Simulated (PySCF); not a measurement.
Computed properties of Se(F)(Et) (C2H5FSe), SMILES F[Se]CC

Se(F)(Et) (C2H5FSe), SMILES [Se](CC)F. Geometry optimised at PBE0-D3(BJ)/def2-SVP. The structure was generated by enumeration, and PubChem lists no compound with its InChIKey, so it may never have been made. The values are those of a single conformer. All values are computed for the isolated molecule unless a solvent is named; none is compared with measurement here.

**Structure.** All 21 harmonic modes at PBE0-D3(BJ)/def2-SVP (PySCF) are real, so it is a minimum. With heavy atoms numbered as in [Se:1]([F:2])[CH2:3][CH3:4], the shortest bond between them is C3–C4 at 1.515 Å and the longest Se1–C3 at 1.934 Å.

**Vibrations.** The strongest infrared lines (harmonic, unscaled, degenerate partners summed) lie at 666 cm⁻¹ (46 km/mol, F 81 %, Se 18 %), 3060 cm⁻¹ (19 km/mol, H 97 %), 1269 cm⁻¹ (15 km/mol, H 76 %, C 24 %). The softest mode is at 89 cm⁻¹ and the zero-point energy is 42.5 kcal/mol.

**Electronic structure.** ωB97X/def2-TZVP (PySCF) places the frontier levels at -8.89 and 0.63 eV, a gap of 9.52 eV, and gives a dipole moment of 2.59 D and a mean polarisability of 50.0 bohr³. PBE/def2-TZVP (PySCF) at the same geometry gives -5.26 and -2.64 eV, so its gap is 6.90 eV narrower. An orbital gap is neither the optical nor the fundamental gap.

**Excitations.** TDA-B3LYP/def2-SVPD (PySCF) has S1 at 3.07 eV (404 nm, f = 0.000, dark); the most intense of the 10 singlets computed lies at 5.79 eV (f = 0.06). T1 (TDA) is at 2.21 eV, 0.86 eV under S1. TDA-PBE/def2-SVPD (PySCF) puts S1 at 2.97 eV.

**NMR.** GIAO shifts at PBE0/pcSseg-1 (PySCF) (non-relativistic, atoms alike by connectivity averaged): ¹³C from 17.0 to 46.4 ppm against TMS; ¹H from 2.0 to 3.8 ppm against TMS; ¹⁹F at -482.1 ppm against CFCl3.
